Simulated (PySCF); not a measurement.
Ge(Cl)(OH)2(OMe) (CH5ClGeO3), SMILES C[O][Ge]([OH])([OH])[Cl].

Coordinates come from a PBE-D3(BJ)/def2-SVP optimisation. One conformer was computed; it need not be the lowest.

The numbers are results of r2SCAN/def2-TZVP (PySCF), not measurements.

Gas-phase values at a fixed geometry.

| Property | Value |
|---|---|
| total energy | -2804.06950 hartree |
| highest occupied level | -7.27 eV |
| lowest empty level | -1.54 eV |
| orbital gap | 5.73 eV |
| dipole moment | 2.13 D |
| quadrupole, principal values (traceless, Buckingham form, about the centre of nuclear charge) | -4.54, 1.18, 3.35 D·Å |
| mean static polarisability | 62.7 bohr³ (9.29 Å³) |
| polarisability, principal values | 55.9, 65.6, 66.6 bohr³ |
